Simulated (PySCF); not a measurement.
PySCF input for Sn(H)2(F)(OH) (FH₃OSn), SMILES [OH][SnH2][F], TDA-M06-2X/def2-SVPD. Geometry optimised at PBE0-D3(BJ)/def2-TZVP. The geometry has at least one imaginary mode, so it is a saddle point at that level. The def2 effective core potentials stand for the cores of Sn; spin–orbit coupling is left out. Other conformers were not sampled.

```python
import numpy as np
from pyscf import gto, scf, dft, tdscf

mol = gto.M(
    atom='''
    Sn    0.29695168    0.02353057    0.00000000
    O    -0.77502486   -1.60536912   -0.00000000
    F    -1.02498562    1.41967650   -0.00000000
    H     1.14764446    0.15450451   -1.46360262
    H     1.14764447    0.15450452    1.46360260
    H    -1.71780367   -1.41967313    0.00000000
    ''',
    basis='def2-SVPD',
    ecp={'Sn': 'def2-svp'},
    charge=0,
    spin=0,
    symmetry=True,
    max_memory=1600,
    verbose=4,
)
mf = dft.RKS(mol, xc='m06-2x').density_fit(auxbasis='def2-universal-jkfit')
mf.grids.level = 4
mf.conv_tol = 1e-9
mf.max_cycle = 100
mf.kernel()
mf.grids = dft.Grids(mol).set(level=2).build(with_non0tab=True)  # coarser grid for the response kernel
td = tdscf.TDA(mf)
td.singlet = True
td.nstates = 10
td.conv_tol = 1e-4
td.kernel(x0=td.get_init_guess(mf, 15))
td.analyze()
tt = tdscf.TDA(mf)
tt.singlet = False
tt.nstates = 4
tt.conv_tol = 1e-4
tt.kernel(x0=tt.get_init_guess(mf, 9))
tt.analyze(verbose=3)
```

Program output:

```
PySCF version 2.14.0

[INPUT] verbose = 4
[INPUT] num. atoms = 6
[INPUT] num. electrons = 42
[INPUT] charge = 0
[INPUT] spin (= nelec alpha-beta = 2S) = 0
[INPUT] symmetry True subgroup None
[INPUT] Mole.unit = angstrom
[INPUT] Symbol           X                Y                Z      unit          X                Y                Z       unit  Magmom
[INPUT]  1 Sn     0.296951680000   0.023530570000   0.000000000000 AA    0.561157347429   0.044466332855   0.000000000000 Bohr   0.0
[INPUT]  2 O     -0.775024860000  -1.605369120000   0.000000000000 AA   -1.464584725129  -3.033707965634   0.000000000000 Bohr   0.0
[INPUT]  3 F     -1.024985620000   1.419676500000   0.000000000000 AA   -1.936942103418   2.682799770481   0.000000000000 Bohr   0.0
[INPUT]  4 H      1.147644460000   0.154504510000  -1.463602620000 AA    2.168733717774   0.291971208910  -2.765808106996 Bohr   0.0
[INPUT]  5 H      1.147644470000   0.154504520000   1.463602600000 AA    2.168733736672   0.291971227807   2.765808069201 Bohr   0.0
[INPUT]  6 H     -1.717803670000  -1.419673130000   0.000000000000 AA   -3.246178472073  -2.682793402104   0.000000000000 Bohr   0.0

nuclear repulsion = 145.837945493586
point group symmetry = Cs
symmetry origin: [-5.39921747e-09 -1.61976524e-09 -5.39921752e-10]
symmetry axis x: [ 1.00000000e+00 -1.03846734e-08 -4.16458630e-10]
symmetry axis y: [-1.03846734e-08 -1.00000000e+00 -3.15776382e-10]
symmetry axis z: [ 4.16458627e-10 -3.15776373e-10  1.00000000e+00]
num. orbitals of irrep A' = 68
num. orbitals of irrep A" = 34
number of shells = 42
number of NR pGTOs = 163
number of NR cGTOs = 102
basis = def2-SVPD
ecp = {'Sn': 'def2-svp'}


[settings echo left out]
init E= -367.297764630697
HOMO (A") = -0.831741841224086  LUMO (A') = -0.610450268599564  gap/eV = 6.02165
cycle= 1 E= -390.101288298069  delta_E= -22.8  |g|= 2.05  |ddm|= 8.61
HOMO (A') = -0.243574327515475  LUMO (A') = 0.0298542436356979  gap/eV = 7.44037
cycle= 2 E= -390.632283231224  delta_E= -0.531  |g|= 1.37  |ddm|=  7.2
HOMO (A") = -0.381242715224424  LUMO (A') = 0.00384812188219188  gap/eV = 10.47886
cycle= 3 E= -390.930316208864  delta_E= -0.298  |g|= 0.148  |ddm|= 1.79
HOMO (A") = -0.36373586995113  LUMO (A') = 0.00157480341798231  gap/eV = 9.94061
cycle= 4 E= -390.931191086936  delta_E= -0.000875  |g|= 0.133  |ddm|= 0.267
HOMO (A") = -0.379103503212921  LUMO (A') = 0.00129471832867805  gap/eV = 10.35116
cycle= 5 E= -390.934507671309  delta_E= -0.00332  |g|= 0.00739  |ddm|= 0.116
HOMO (A") = -0.378131948974845  LUMO (A') = 0.00150512841260013  gap/eV = 10.33045
cycle= 6 E= -390.934516029939  delta_E= -8.36e-06  |g|= 0.00641  |ddm|= 0.0122
HOMO (A") = -0.378309744544198  LUMO (A') = 0.00150701920600235  gap/eV = 10.33534
cycle= 7 E= -390.934523475131  delta_E= -7.45e-06  |g|= 0.000635  |ddm|= 0.00526
HOMO (A") = -0.378218077529977  LUMO (A') = 0.00147335001332516  gap/eV = 10.33193
cycle= 8 E= -390.934523673057  delta_E= -1.98e-07  |g|= 0.000126  |ddm|= 0.00163
HOMO (A") = -0.37821543120954  LUMO (A') = 0.00147502574749107  gap/eV = 10.33190
cycle= 9 E= -390.934523683518  delta_E= -1.05e-08  |g|= 2.36e-05  |ddm|= 0.000453
HOMO (A") = -0.378213688690431  LUMO (A') = 0.00147445041594459  gap/eV = 10.33184
cycle= 10 E= -390.93452368385  delta_E= -3.33e-10  |g|= 4e-06  |ddm|= 8.21e-05
HOMO (A") = -0.378213312132544  LUMO (A') = 0.00147437639813927  gap/eV = 10.33183
Extra cycle  E= -390.934523683859  delta_E= -9.09e-12  |g|= 1.84e-06  |ddm|= 1.15e-05
converged SCF energy = -390.934523683859
tot grids = 52976


******** <class 'pyscf.tdscf.rks.TDA'> for <class 'pyscf.df.df_jk.DFSymAdaptedRKS'> ********
nstates = 10 singlet
deg_eia_thresh = 1.000e-03
wfnsym = None
conv_tol = 0.0001
eigh lindep = 1e-12
eigh level_shift = 0
eigh max_cycle = 100


Excitation energies (eV)
[6.97263619 7.2819225  8.21948949 8.24482271 8.44177807 8.46810923
 8.51321849 9.06533755 9.23371214 9.41130415]

** Singlet excitation energies and oscillator strengths **
Excited State   1:   A"      6.97264 eV    177.82 nm  f=0.0323
      19 -> 23       -0.18093
      21 -> 22        0.42046
      21 -> 23       -0.50145
Excited State   2:   A"      7.28192 eV    170.26 nm  f=0.0019
      19 -> 22        0.10782
      21 -> 22       -0.54636
      21 -> 23       -0.40517
Excited State   3:   A"      8.21949 eV    150.84 nm  f=0.1906
      19 -> 22       -0.15421
      21 -> 23       -0.10633
      21 -> 24       -0.65969
Excited State   4:   A'      8.24482 eV    150.38 nm  f=0.1162
      20 -> 22       -0.57092
      20 -> 23        0.34683
Excited State   5:   A'      8.44178 eV    146.87 nm  f=0.0584
      17 -> 22       -0.12288
      17 -> 23       -0.11213
      18 -> 22       -0.11737
      20 -> 22        0.35988
      20 -> 23        0.52422
Excited State   6:   A"      8.46811 eV    146.41 nm  f=0.0006
      19 -> 22       -0.56021
      21 -> 24        0.17721
      21 -> 25       -0.33706
Excited State   7:   A"      8.51322 eV    145.64 nm  f=0.0056
      16 -> 22        0.11877
      16 -> 23        0.11479
      19 -> 22        0.25299
      19 -> 23        0.50119
      19 -> 24       -0.10027
      21 -> 25       -0.29353
      21 -> 27       -0.11950
Excited State   8:   A"      9.06534 eV    136.77 nm  f=0.1724
      19 -> 22        0.21888
      19 -> 23       -0.29310
      19 -> 24        0.16514
      19 -> 27       -0.13453
      21 -> 23        0.16670
      21 -> 25       -0.41477
      21 -> 27       -0.19415
      21 -> 30       -0.11232
Excited State   9:   A'      9.23371 eV    134.27 nm  f=0.0096
      17 -> 22       -0.17848
      17 -> 23       -0.14626
      20 -> 23       -0.16824
      20 -> 24       -0.57606
      20 -> 25       -0.17066
      20 -> 27        0.13011
Excited State  10:   A"      9.41130 eV    131.74 nm  f=0.1116
      19 -> 23       -0.19912
      19 -> 24       -0.51551
      19 -> 27        0.11286
      21 -> 25       -0.23990
      21 -> 27        0.28096

** Transition electric dipole moments (AU) **
state          X           Y           Z        Dip. S.      Osc.
  1        -0.0000     -0.0000     -0.4352      0.1894      0.0323
  2        -0.0000      0.0000     -0.1028      0.0106      0.0019
  3        -0.0000     -0.0000      0.9728      0.9464      0.1906
  4         0.2086      0.7292     -0.0000      0.5753      0.1162
  5         0.3785      0.3731      0.0000      0.2825      0.0584
  6        -0.0000     -0.0000      0.0523      0.0027      0.0006
  7        -0.0000     -0.0000      0.1644      0.0270      0.0056
  8        -0.0000      0.0000      0.8811      0.7764      0.1724
  9         0.1949     -0.0666      0.0000      0.0424      0.0096
 10         0.0000      0.0000     -0.6958      0.4842      0.1116

WARN: ECP detected. Skipping calculation of transition velocity and magnetic dipole moments, which have not yet been implemented.



******** <class 'pyscf.tdscf.rks.TDA'> for <class 'pyscf.df.df_jk.DFSymAdaptedRKS'> ********
nstates = 4 triplet
deg_eia_thresh = 1.000e-03
wfnsym = None
conv_tol = 0.0001
eigh lindep = 1e-12
eigh level_shift = 0
eigh max_cycle = 100


Excitation energies (eV)
[6.34421953 6.93427634 7.07351506 7.33158263]

** Triplet excitation energies and oscillator strengths **
Excited State   1:   A"      6.34422 eV    195.43 nm  f=0.0000
Excited State   2:   A"      6.93428 eV    178.80 nm  f=0.0000
Excited State   3:   A"      7.07352 eV    175.28 nm  f=0.0000
Excited State   4:   A'      7.33158 eV    169.11 nm  f=0.0000
```

The run converged.
